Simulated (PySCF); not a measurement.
HOSn, SMILES [Sn]=[OH+] (connectivity only; charge and spin as stated), charge +1, multiplicity 1.

The structure is a stationary point at r2SCAN-D4/def2-TZVP. The isomer is the one that the SMILES or the coordinates give; other isomers of the formula were not compared. The def2 effective core potentials stand for the cores of Sn; spin–orbit coupling is left out.

Two levels are set side by side: PBE/def2-TZVPD (PySCF) and B3LYP/def2-TZVPD (PySCF). Same geometry, gas phase. Differences are taken from unrounded values.

```csv
quantity,B3LYP,PBE,PBE minus B3LYP
orbital gap (eV),6.45,4.75,-1.70
highest occupied level (eV),-15.16,-13.92,1.24
lowest empty level (eV),-8.71,-9.17,-0.46
mean polarisability (bohr³),30.8,31.6,0.8
```

PBE's occupied levels lie high since its potential decays too fast outside the molecule; exact exchange lowers them and widens the gap. Differences between two approximate levels are no errors against the true value.

Rough cost on one machine, each run with all the roots and properties that it gave: B3LYP against PBE within a factor of 2.
